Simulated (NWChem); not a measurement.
Species: silene (CH4Si); SMILES C=[SiH2]

Program: NWChem. Geometry: optimised at PBE0-D3(BJ)/def2-TZVP. Ions are spin-unrestricted doublets at the neutral geometry; other ion states weren't tried.

### Question
What does the run give for PBE/def2-SVP? Quantities: vertical ionisation energy, ΔSCF (eV); −ε(HOMO) (eV).

### Answer
```json
{
 "vertical ionisation energy, ΔSCF (eV)": "8.93",
 "−ε(HOMO) (eV)": "5.59"
}
```
